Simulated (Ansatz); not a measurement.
The cation of B$_{2}$O$_{3}$, SMILES `O=BOB=O` at the neutral geometry.

```yaml
crystal:
  periodic: [false, false, false]
  atoms:
    - {symbol: O, position_ang: [-0.948529, 0.503264, -2.166876]}
    - {symbol: B, position_ang: [-0.473998, 0.055122, -1.154457]}
    - {symbol: O, position_ang: [0.045158, -0.483547, -0.064502]}
    - {symbol: B, position_ang: [0.483929, -0.161523, 1.140266]}
    - {symbol: O, position_ang: [0.893440, 0.086684, 2.245568]}
basis:
  gaussian: {orbitals: def2-TZVPP}
total_charge: 1
magnetization: {spin_polarized: true, initial_magnetization: 1}
hamiltonian: {xc: {name: B2PLYP}}
```

```sh
$ ansatz run in.yaml --threads 4 --pin off --events-out ev --progress --plain --max-ram 10444MiB
```

Shortened log:

```
Functional definition: B2PLYP
1024 factors; integrals over basis functions are off by at most 9.5e-4 eV
mean field evaluation 1: about -7464.6407 eV, gradient 5.9e1 eV
mean field evaluation 2: about -7464.8256 eV, gradient 5.9e1 eV
mean field evaluation 4: about -7475.5236 eV, gradient 8.9e0 eV
mean field evaluation 8: about -7475.8728 eV, gradient 7.2e-1 eV
mean field evaluation 16: about -7475.8816 eV, gradient 6.2e-3 eV
mean field evaluation 32: about -7475.8817 eV, gradient 9.0e-6 eV
mean field -7475.88165500 eV, -274.7335834868 hartree, gradient 8.0e-6 eV, S^2 0.821995; 6 other end points of the search recorded, 0 dependent functions left out
5 core orbitals not correlated: weight in the atoms' cores, before any rotation towards them, 1.000 or more for the frozen orbitals, at most 0.000 for the correlated occupied ones
reference -7475.88179303 eV, -274.7335885592 hartree; 12, 11 occupied and 138, 139 virtual orbitals, 1024 factors
second order -27.46170760 eV of doubles, -0.00000000 eV of singles
Total energy: -7483.29645408 eV, -275.0060723271 hartree
```

Hardware: 4 threads of an Arm Neoverse V2 on a shared host. Wall time 6 s, peak host memory 0.37 GiB.
